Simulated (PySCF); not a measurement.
KB⁺: energy against distance

Set-up: K def2-SVPD, B def2-SVPD; no relativity (PySCF 2.14). Energies in eV from K⁺ + B in their ground configurations at the same level. State: ²Σ⁺ (doublet), unpaired electrons σ ↑.

All columns are revPBE. A positive dipole points towards B; it is taken about the centre of mass and depends on that origin.

| R (Å) | E (eV) | μ (D) | Mulliken charge on K (basis-dependent) | HOMO (eV) | LUMO (eV) | Mayer bond order | ⟨S²⟩ |
| --- | --- | --- | --- | --- | --- | --- | --- |
| 2.906 | -0.190 | -1.53 | 0.95 | -9.22 | -8.35 | 0.09 | 0.75 |
| 3.041 | -0.268 | -1.63 | 0.94 | -9.12 | -8.21 | 0.11 | 0.75 |
| 3.176 | -0.312 | -1.74 | 0.94 | -9.00 | -8.08 | 0.12 | 0.75 |
| 3.278 | -0.330 | -1.83 | 0.93 | -8.91 | -7.99 | 0.13 | 0.75 |
| 3.379 | -0.339 | -1.93 | 0.93 | -8.82 | -7.89 | 0.14 | 0.75 |
| 3.480 | -0.341 | -2.03 | 0.92 | -8.73 | -7.80 | 0.15 | 0.75 |
| 3.615 | -0.336 | -2.18 | 0.92 | -8.60 | -7.68 | 0.16 | 0.75 |
| 3.784 | -0.322 | -2.36 | 0.92 | -8.45 | -7.54 | 0.16 | 0.75 |
| 3.987 | -0.299 | -2.60 | 0.92 | -8.27 | -7.38 | 0.16 | 0.75 |
| 4.258 | -0.264 | -2.93 | 0.92 | -8.03 | -7.17 | 0.15 | 0.75 |

A fit through these points gives, at Re = 3.462 Å, μ = -2.01 D and dμ/dR = -1.02 D/Å; the reduced mass is 8.584 u.

Task: How strong is the fundamental in the double-harmonic approximation, I = 42.26·(dμ/dR)²/μred km/mol?

Result: I = 42.26·(-1.02)²/8.584 = 5.12 km/mol at revPBE.

The bond is weak. Basis-set superposition, not corrected here, can be much of De in a small basis, most of all at correlated wavefunction levels. For an ion De counts to the pair picked by the measured ionisation energies or electron affinities, which need not be the lowest pair at this level. The state was picked by a PBE0 search and need not be the measured ground state.
